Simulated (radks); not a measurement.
Species: the ruthenium ion Ru+. Configuration: [Kr] 4d7 (the NIST ground configuration). Method: scalar-relativistic Kohn-Sham, LDA (Slater exchange, Perdew-Zunger correlation), spin-polarised, spherical densities, point nucleus; open shells are filled with parallel spins first (spin-orbit coupling, left out, can overturn this in heavy ions); computed with a radial shooting solver on a logarithmic mesh with Libxc functionals. Some entries of the table are withheld. Estimate them.

| orbital | occ. | eigenvalue (hartree) | <1/r> (bohr^-1) |
|---|---|---|---|
| 1s up | 1 | -805.3930 | 45.82 |
| 1s down | 1 | -805.3928 | 45.82 |
| 2s up | 1 | -116.0610 | 10.36 |
| 2s down | 1 | -116.0469 | 10.36 |
| 2p up | 3 | -104.0469 | 10.05 |
| 2p down | 3 | -104.0358 | 10.05 |
| 3s up | 1 | -20.64138 | 3.589 |
| 3s down | 1 | -20.63143 | 3.589 |
| 3p up | 3 | -16.69425 | 3.419 |
| 3p down | 3 | -16.68342 | 3.420 |
| 3d up | 5 | -10.32284 | 3.193 |
| 3d down | 5 | -10.30834 | 3.194 |
| 4s up | 1 | -3.10831 | 1.347 |
| 4s down | 1 | -3.04617 | 1.351 |
| 4p up | 3 | -2.01159 | (1) |
| 4p down | 3 | -1.94668 | (2) |
| 4d up | 5 | -0.49580 | 0.8302 |
| 4d down | 2 | -0.43436 | 0.8176 |
| 5s up | 0 | -0.41045 | (3) |
| 5s down | 0 | -0.38005 | (4) |
| 5p up | 0 | -0.23781 | 0.3353 |
| 5p down | 0 | -0.21984 | 0.3191 |

Answer. 
(1) 4p up <1/r> (bohr^-1): 1.199
(2) 4p down <1/r> (bohr^-1): 1.202
(3) 5s up <1/r> (bohr^-1): 0.4306
(4) 5s down <1/r> (bohr^-1): 0.4154
